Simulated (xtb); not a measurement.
F2Sn, charge -1, doublet, geometry from GFN2-xTB (such geometries of metal compounds can be far from the true shape) (a state made from the parent by changing its charge; the spin is typed, not shown lowest), atoms displaced at random by about 0.02 Å a coordinate; xtb with GFN2-xTB.

xtb was given this input:
```
$ xtb mol.xyz --gfn 2 --chrg -1 --uhf 1 --opt lax --json

# file mol.xyz
3

Sn     0.01033618    -0.02079480     0.32288916
F      0.87143234     1.70222291    -0.93063460
F     -0.94169752    -1.58523122    -0.91524039
```

The log (banner, timings and long lists left out):

```
   ID    Z sym.   atoms
    1   50 Sn     1
    2    9 F      2, 3

           -------------------------------------------------
          |                Calculation Setup                |
           -------------------------------------------------

           -------------------------------------------------
          |                 G F N 2 - x T B                 |
           -------------------------------------------------

          ...................................................
          :                      SETUP                      :
          :.................................................:
          :  # basis functions                  18          :
          :  # atomic orbitals                  17          :
          :  # shells                            7          :
          :  # electrons                        19          :
          :  max. iterations                   250          :
          :  Hamiltonian                  GFN2-xTB          :
          :  restarted?                      false          :
          :  GBSA solvation                  false          :
          :  PC potential                    false          :
          :  electronic temp.          300.0000000     K    :
          :  accuracy                    1.0000000          :
          :  -> integral cutoff          0.2500000E+02      :
          :  -> integral neglect         0.1000000E-07      :
          :  -> SCF convergence          0.1000000E-05 Eh   :
          :  -> wf. convergence          0.1000000E-03 e    :
          :  Broyden damping             0.4000000          :
          :  net charge                         -1          :
          :  unpaired electrons                  1          :
          ...................................................

 iter      E             dE          RMSdq      gap      omega  full diag
   1    -11.8429114 -0.118429E+02  0.122E+01    1.58       0.0  T
   2    -11.8523105 -0.939906E-02  0.854E+00    1.52       1.0  T
   3    -11.8536687 -0.135823E-02  0.462E+00    1.54       1.0  T
   4    -11.8551567 -0.148794E-02  0.898E-01    1.51       1.0  T
   5    -11.8551906 -0.339521E-04  0.490E-01    1.51       1.0  T
   6    -11.8552090 -0.183274E-04  0.248E-02    1.50       2.3  T
   7    -11.8552090 -0.365136E-07  0.593E-03    1.50       9.7  T
   8    -11.8552090 -0.275415E-08  0.996E-04    1.50      58.0  T
   9    -11.8552090 -0.631264E-10  0.147E-04    1.50     391.8  T

   *** convergence criteria satisfied after 9 iterations ***

         :::::::::::::::::::::::::::::::::::::::::::::::::::::
         ::                     SUMMARY                     ::
         :::::::::::::::::::::::::::::::::::::::::::::::::::::
         :: total energy             -11.855077879398 Eh    ::
         :: gradient norm              0.009157567536 Eh/a0 ::
         :: HOMO-LUMO gap              1.504638319920 eV    ::
         ::.................................................::
         :: SCC energy               -11.855208994013 Eh    ::
         :: -> isotropic ES            0.205209089502 Eh    ::
         :: -> anisotropic ES          0.001693797123 Eh    ::
         :: -> anisotropic XC         -0.000708648137 Eh    ::
         :: -> dispersion             -0.001204284941 Eh    ::
         :: repulsion energy           0.000131114615 Eh    ::
         :: add. restraining           0.000000000000 Eh    ::
         :: total charge              -1.000000000000 e     ::
         :::::::::::::::::::::::::::::::::::::::::::::::::::::

      -----------------------------------------------------------
     |                   =====================                   |
     |                        A N C O P T                        |
     |                   =====================                   |
     |               Approximate Normal Coordinate               |
     |                Rational Function Optimizer                |
[...]
 * total energy  :   -11.8550779 Eh     change       -0.6590284E-12 Eh
 * total energy  :   -11.8553890 Eh     change       -0.3110929E-03 Eh
 * total energy  :   -11.8554258 Eh     change       -0.3680296E-04 Eh
 * total energy  :   -11.8554259 Eh     change       -0.1553860E-06 Eh
   *** GEOMETRY OPTIMIZATION CONVERGED AFTER 4 ITERATIONS ***
         :: total energy             -11.855425930695 Eh    ::
[...]
         :: -> anisotropic XC         -0.000671110324 Eh    ::
         :: -> dispersion             -0.001203555157 Eh    ::
         :: repulsion energy           0.000107654213 Eh    ::
         :: add. restraining           0.000000000000 Eh    ::
         :: total charge              -1.000000000000 e     ::
         :::::::::::::::::::::::::::::::::::::::::::::::::::::

           -------------------------------------------------
          |                Property Printout                |
           -------------------------------------------------

    * Orbital Energies and Occupations

         #    Occupation            Energy/Eh            Energy/eV
      -------------------------------------------------------------
         1        2.0000           -0.5428708             -14.7723
         2        2.0000           -0.4864255             -13.2363
         3        2.0000           -0.4659167             -12.6782
         4        2.0000           -0.2148836              -5.8473
         5        2.0000           -0.2041593              -5.5555
         6        2.0000           -0.2027601              -5.5174
         7        2.0000           -0.2005205              -5.4564
         8        2.0000           -0.1978120              -5.3827
         9        2.0000           -0.1936968              -5.2708
        10        1.0000           -0.0380026              -1.0341 (HOMO)
        11                          0.0168736               0.4592 (LUMO)
        12                          0.0488962               1.3305
        13                          0.1377934               3.7495
        14                          0.1590723               4.3286
        15                          0.1607880               4.3753
        16                          0.2832899               7.7087
        17                          0.4654207              12.6647
      -------------------------------------------------------------
                  HL-Gap            0.0548761 Eh            1.4933 eV
             Fermi-level           -0.0632071 Eh           -1.7200 eV

     #   Z          covCN         q      C6AA      α(0)
     1  50 Sn       1.240     0.166   502.560    49.025
     2   9 F        0.620    -0.583    16.097     4.733
     3   9 F        0.620    -0.583    16.098     4.734

 Mol. C6AA /au·bohr⁶  :        880.213067
 Mol. C8AA /au·bohr⁸  :      78696.095994
 Mol. α(0) /au        :         58.492313

Wiberg/Mayer (AO) data.
largest (>0.10) Wiberg bond orders for each atom

 ---------------------------------------------------------------------------
     #   Z sym  total        # sym  WBO       # sym  WBO       # sym  WBO
 ---------------------------------------------------------------------------
     1  50 Sn   1.496 --     2 F    0.748     3 F    0.748
     2   9 F    0.758 --     1 Sn   0.748
     3   9 F    0.758 --     1 Sn   0.748
 ---------------------------------------------------------------------------

Topologies differ in total number of bonds
Writing topology from bond orders to xtbtopo.mol

molecular dipole:
                 x           y           z       tot (Debye)
 q only:        0.102      -0.097       2.140
   full:        0.118      -0.106       2.432       6.195
molecular quadrupole (traceless):
                xx          xy          yy          xz          yz          zz
 q only:        3.961      -9.375      -7.865      -0.255       0.234       3.905
  q+dip:        3.978      -9.716      -8.280      -0.238       0.241       4.301
   full:        3.222      -9.880      -9.242      -0.109       0.165       6.020

optimized geometry written to: xtbopt.xyz

           -------------------------------------------------
          | TOTAL ENERGY              -11.855425930695 Eh   |
          | GRADIENT NORM               0.000556955602 Eh/α |
          | HOMO-LUMO GAP               1.493255778837 eV   |
           -------------------------------------------------

normal termination of xtb
```
